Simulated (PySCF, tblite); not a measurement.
System: H3N (cation, charge +1), doublet: map of symmetric stretch and umbrella angle. Scanned: N-H bond length and angle between the N-H bonds and the threefold axis (90 = planar).

GFN2-xTB, 300 K electronic temperature (tblite); UHF/cc-pVDZ (PySCF); PBE = unrestricted PBE/cc-pVDZ run with PySCF; PBE0 = PySCF 2.14.0 with unrestricted PBE0/cc-pVDZ; MP2 on UHF/cc-pVDZ, 1 core orbital frozen (PySCF); CCSD on UHF/cc-pVDZ, 1 core orbital frozen (PySCF); CCSD(T) on UHF/cc-pVDZ, 1 core orbital frozen (PySCF).

Energies in kcal/mol at chosen points (x: N-H bond length (Å); y: angle between the N-H bonds and the threefold axis (90 = planar) (°)), relative to x = 1.04, y = 90:

| method | (1.18, 102) | (1.13, 110) | (1.23, 102) | (1.09, 114) | (1.27, 98) | (0.99, 118) | (0.94, 106) |
|---|---|---|---|---|---|---|---|
| GFN2-xTB | 22.9 | 18.0 | 35.0 | 17.2 | 44.7 | 24.9 | 19.3 |
| UHF | 32.9 | 27.2 | 49.8 | 26.2 | 62.7 | 33.4 | 19.4 |
| PBE | 22.5 | 19.5 | 35.5 | 20.7 | 45.8 | 34.1 | 25.5 |
| PBE0 | 26.3 | 22.3 | 40.8 | 22.6 | 52.1 | 33.5 | 23.2 |
| MP2 | 27.2 | 22.6 | 42.2 | 22.7 | 54.1 | 33.5 | 23.0 |
| CCSD | 26.3 | 22.2 | 40.9 | 22.7 | 52.3 | 34.3 | 23.9 |
| CCSD(T) | 25.8 | 21.9 | 40.2 | 22.4 | 51.5 | 34.2 | 24.1 |
